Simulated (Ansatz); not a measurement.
System: sum formula SiNH2F2 (charge 0, doublet). It need not be the lowest isomer of its formula. 
Geometry from a B3LYP-D3(BJ)/def2-TZVP (Ansatz, a quantum-chemistry and plane-wave program) optimisation:
```xyz
6

Si    -0.1272    -0.2520    -0.2701
F     -0.7469    -0.7198     1.1306
F     -0.7289     1.1822    -0.6522
N      1.5535    -0.0429    -0.0301
H      2.0880    -0.7758     0.4134
H      2.0995     0.4415    -0.7277
```
Charge 0, spin multiplicity 2.

Atomisation energy built up term by term with Ansatz (kcal/mol; UHF references for open shells; valence terms freeze the core; atomic spin-orbit terms are left out). CBS(X,Y): correlation extrapolated as X^-3; Hartree-Fock from the larger set.

```tsv
term	basis	kcal/mol
Hartree-Fock	cc-pV(Q+d)Z	[?]
CCSD correlation	CBS(cc-pV(T+d)Z,cc-pV(Q+d)Z)	150.18
(T)	CBS(cc-pV(T+d)Z,cc-pV(Q+d)Z)	[?]
core correlation	cc-pwCVTZ	0.65
scalar relativity (X2C)	cc-pVTZ-DK against cc-pVTZ	-1.41
sum: De		[?]
```

**Question.** What belongs in the gaps?

**Answer.** 
- Hartree-Fock, kcal/mol: 385.48
- (T), kcal/mol: 10.66
- sum: De, kcal/mol: 545.6
